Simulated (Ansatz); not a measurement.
Input for Ansatz (a first-principles code): U-CCSD(T)/cc-pVDZ on CH4Be (SMILES [BeH][CH3]), a point of a bond scan (R = 0.876 Å).

Ansatz 0.2 input:
```yaml
crystal:
  periodic: [false, false, false]
  atoms:
    - {symbol: Be, position_ang: [-0.93852540, -0.49476050, -0.13416384]}
    - {symbol: H, position_ang: [-2.10724892, -1.11087408, -0.30123490]}
    - {symbol: C, position_ang: [0.53116533, 0.28001333, 0.07593101]}
    - {symbol: H, position_ang: [0.91861730, 0.05103175, 0.82779794]}
    - {symbol: H, position_ang: [0.42177910, 1.36971531, 0.09486335]}
    - {symbol: H, position_ang: [1.23709912, 0.04633441, -0.72832381]}
basis:
  gaussian:
    orbitals: cc-pVDZ
correlation: {method: ccsd_t, electrons: outside_noble_gas}
scf: {omitted_lower_state_checks: [cluster_reference]}
magnetization: {spin_polarized: true, initial_magnetization: 0}
```

It printed:

```
WARN ansatz: RAYON_NUM_THREADS=1 ignored (pool sized by the plan → 1); use --threads N
Functional definition: HF
these checks for a lower state are left out or cut short: cluster_reference
integrals: 0.02 GiB planned
431 factors; integrals over basis functions are off by at most 1.2e-3 eV
mean field: 0.07 GiB planned
mean field evaluation 1: about -1488.5014 eV, gradient 1.8e1 eV
mean field evaluation 2: about -1488.5331 eV, gradient 1.9e1 eV
mean field evaluation 4: about -1490.4355 eV, gradient 1.3e0 eV
mean field evaluation 8: about -1490.4517 eV, gradient 6.7e-4 eV
mean field -1490.45165518 eV, -54.7730880634 hartree, gradient 5.3e-6 eV, S^2 0.000000; 0 other end points of the search recorded, 0 dependent functions left out
2 core orbitals not correlated
reference -1490.45165518 eV, -54.7730880634 hartree; 5, 5 occupied and 41, 41 virtual orbitals, 431 factors
second order -5.19094235 eV of doubles, -0.00000000 eV of singles
coupled cluster: 0.11 GiB planned
cycle   1  -5.76914560 eV  change   -5.8e-1 eV  update   5.0e-2
cycle   2  -5.95953701 eV  change   -1.9e-1 eV  update   1.6e-2
cycle   3  -5.97051459 eV  change   -1.1e-2 eV  update   3.9e-3
cycle   4  -5.96993616 eV  change    5.8e-4 eV  update   1.3e-3
cycle   5  -5.96974290 eV  change    1.9e-4 eV  update   3.9e-4
cycle   6  -5.96969258 eV  change    5.0e-5 eV  update   1.1e-4
cycle   7  -5.96968488 eV  change    7.7e-6 eV  update   3.2e-5
cycle   8  -5.96968761 eV  change   -2.7e-6 eV  update   9.6e-6
perturbative correction -0.12923804 eV, -0.0047494103 hartree
Total energy: -1496.55058083 eV, -54.9972194470 hartree
Checks for a lower state left out: cluster_reference
```

The run converged.

Cost: roughly 1.1 core-seconds.
